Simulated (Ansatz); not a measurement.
The first iterations of a band of BF2H + ClH (6 atoms, charge 0, multiplicity 1).

All numbers below come from Ansatz, RKS PBE0/def2-SVP.

```json
{
 "movable images": "8",
 "climbing image": "no",
 "spring": "5.0 eV/Å²",
 "optimiser": "quadratic models (default)",
 "start path": "through a guess of the saddle point",
 "force threshold": "0.05 eV/Å",
 "iteration limit": "60",
 "end points": "relaxed"
}
```

First end point:

```xyz
6
Properties=species:S:1:pos:R:3
B -0.011 0.399 -0.115
H -0.017 0.737 1.039
F 1.118 0.287 -0.778
F -1.135 0.221 -0.772
Cl 0.077 -2.503 0.989
H 0.097 -2.064 2.198
```

Last end point:

```xyz
6
Properties=species:S:1:pos:R:3
B 0.015 -0.586 -0.556
H 0.020 0.295 2.332
F 1.124 0.102 -0.666
F -1.134 0.037 -0.648
Cl 0.067 -2.311 -0.306
H 0.037 -0.462 2.404
```

| iteration | highest image above the first end (eV) | largest band force component (eV/Å) |
| --- | --- | --- |
| 1 | 2.205 | 5.832 |
| 2 | 1.233 | 3.404 |
| 3 | 0.943 | 3.313 |
| 4 | 0.878 | 2.569 |
| 5 | 0.859 | 1.025 |
| 6 | 0.799 | 1.064 |
| 7 | 0.801 | 0.536 |
| 8 | 0.819 | 0.226 |
| 9 | 0.821 | 2.723 |

Q: Does the band converge within its limit, and where does its top end?

A: The run converged. It ended after 28 iterations with the highest image 0.818 eV above the first end. No image climbed, so the highest image needn't sit at the top of the path. The orbitals stay closed-shell, which can raise the energy where a bond breaks towards radicals; this wasn't checked here.

Time of the run: 3.8 min on 2 threads of AMD EPYC 7R43 64-Core Processor (Zen 3), with other jobs on the host, peak memory 0.14 GiB.
